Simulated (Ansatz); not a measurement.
Cl$_{3}$Yb, doublet, at a GFN2-xTB geometry (such geometries of metal compounds can be far from the true shape) (core potentials on Yb); BLYP/def2-SVP in Ansatz (a quantum-chemistry and plane-wave program).

The Ansatz input:
Ansatz 0.2 input:
```yaml
crystal:
  periodic: [false, false, false]
  atoms:
    - {symbol: Yb, position_ang: [-0.12324216, -0.35809588, -0.23776233]}
    - {symbol: Cl, position_ang: [2.14983358, 0.17598856, -0.22512691]}
    - {symbol: Cl, position_ang: [-0.58401090, -0.39442758, 2.05104770]}
    - {symbol: Cl, position_ang: [-1.05835494, 1.69295148, -0.84689942]}
basis:
  gaussian:
    orbitals: def2-SVP
hamiltonian:
  xc: blyp
magnetization: {spin_polarized: false, initial_magnetization: 1}
```

Output, abridged:

```
Functional definition: BLYP
1254 factors; their error is unknown
mean field evaluation 1: about -68957.1690 eV, gradient 4.6e2 eV
mean field evaluation 2: about -67210.6567 eV, gradient 1.5e3 eV
mean field evaluation 4: about -68721.3623 eV, gradient 5.2e2 eV
mean field evaluation 8: about -69103.4356 eV, gradient 8.3e1 eV
mean field evaluation 16: about -69108.8547 eV, gradient 1.0e1 eV
mean field evaluation 32: about -69108.9670 eV, gradient 3.1e-5 eV
mean field evaluation 64: about -69035.2771 eV, gradient 2.0e2 eV
mean field evaluation 96: about -69082.2320 eV, gradient 9.4e1 eV
mean field evaluation 128: about -69042.0093 eV, gradient 1.5e2 eV
mean field evaluation 160: about -69013.7683 eV, gradient 2.3e2 eV
mean field evaluation 192: about -69027.5860 eV, gradient 1.5e2 eV
mean field evaluation 224: about -69086.9505 eV, gradient 1.1e2 eV
mean field evaluation 256: about -69108.5516 eV, gradient 1.1e1 eV
mean field evaluation 288: about -69109.0083 eV, gradient 5.1e-1 eV
mean field evaluation 320: about -69077.3752 eV, gradient 9.3e1 eV
mean field evaluation 352: about -69108.9346 eV, gradient 1.6e0 eV
mean field evaluation 384: about -69108.0525 eV, gradient 2.5e1 eV
mean field evaluation 416: about -69108.9358 eV, gradient 4.0e0 eV
mean field evaluation 448: about -69108.8631 eV, gradient 5.4e-1 eV
mean field evaluation 480: about -69108.4674 eV, gradient 2.1e1 eV
mean field evaluation 512: about -69035.1300 eV, gradient 3.4e2 eV
mean field evaluation 544: about -69088.1807 eV, gradient 7.6e1 eV
mean field -69108.96697429 eV, -2539.7076925650 hartree, gradient 1.7e-6 eV, S^2 0.750000; 24 other end points of the search recorded, 0 dependent functions left out
reference -69108.96732942 eV, -2539.7077056158 hartree; 47, 46 occupied and 88, 89 virtual orbitals, 1254 factors
Total energy: -69108.96732942 eV, -2539.7077056158 hartree
```
